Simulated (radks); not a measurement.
Results of a calculation; reference values are marked as such.
Cr I, 24 electrons, occupied as [Ne] 3s2 3p5 3d6 4s1 (not the ground configuration).

Level of theory: scalar-relativistic Kohn-Sham, Wu-Cohen GGA, spin-unpolarised, spherical densities, point nucleus (a radial shooting solver on a logarithmic mesh with Libxc functionals).

Energy parts (Ry):
total: -2097.15400
kinetic: 2118.36175
electron-nucleus: -5004.31854
Hartree: 884.94421
exchange-correlation: -96.14143

Orbitals (lengths in bohr, moments of r in powers of bohr; <r^-3> diverges for s and p1/2; r(max) is where P^2 peaks):
| orbital | occ. | eigenvalue (Ry) | r(max) | <r^-3> | <r^4> | <1/r> |
|---|---|---|---|---|---|---|
| 1s | 2 | -432.4454 | 0.04162 | - | 0.00007596 | 23.87 |
| 2s | 2 | -49.15779 | 0.2435 | - | 0.01808 | 5.051 |
| 2p | 6 | -41.38657 | 0.1974 | 362.8 | 0.01410 | 4.956 |
| 3s | 2 | -5.50154 | 0.7755 | - | 1.430 | 1.571 |
| 3p | 5 | -3.40816 | 0.7955 | 43.45 | 2.130 | 1.432 |
| 3d | 6 | -0.26277 | 0.8286 | 3.000 | 29.33 | 0.9970 |
| 4s | 1 | -0.29491 | 2.713 | - | 310.5 | 0.3865 |
| 4p | 0 | -0.06481 | 3.790 | 1.122 | 2306 | 0.2503 |

The highest occupied level is 3d at -3.575 eV. Summed over all electrons, <r^2> = 38.74 bohr^2, which gives a Langevin (diamagnetic) susceptibility term of -30.7 x 10^-6 cm^3/mol.
